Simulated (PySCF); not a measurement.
**Ionisation energy of Os⁺ by level of theory**

Os⁺ [Xe] 4f14 5d6 6s1 (6D) → Os²⁺ [Xe] 4f14 5d6 (5D), as a difference of total energies. All numbers are calculated (PySCF 2.14, a scalar-relativistic core potential, in aug-cc-pwCVDZ-PP with ECP60MDF). Correlated levels: valence and next inner shell: nothing frozen outside the core potential. The calculations carry no spin-orbit coupling.

| method | ionisation energy (eV) |
| --- | --- |
| UHF | 16.036 |
| MP2 (valence and next inner shell) | 17.224 |
| SCS-MP2 (valence and next inner shell) | 16.860 |
| CCSD (valence and next inner shell) | 17.015 |
| CCSD(T) (valence and next inner shell) | 17.041 |

Task: How much does correlation contribute at CCSD(T) (valence and next inner shell)?

Result: 17.041 − (16.036) = 1.005 eV, measured against UHF.

The reference lies between the lowest fine-structure levels, while these numbers refer to the centres of the terms.

Errors of the correlated levels include the incompleteness of this basis.

For comparison: 17 ± 1 eV (semi-empirical (NIST evaluation); NIST Atomic Spectra Database, ionization energies).
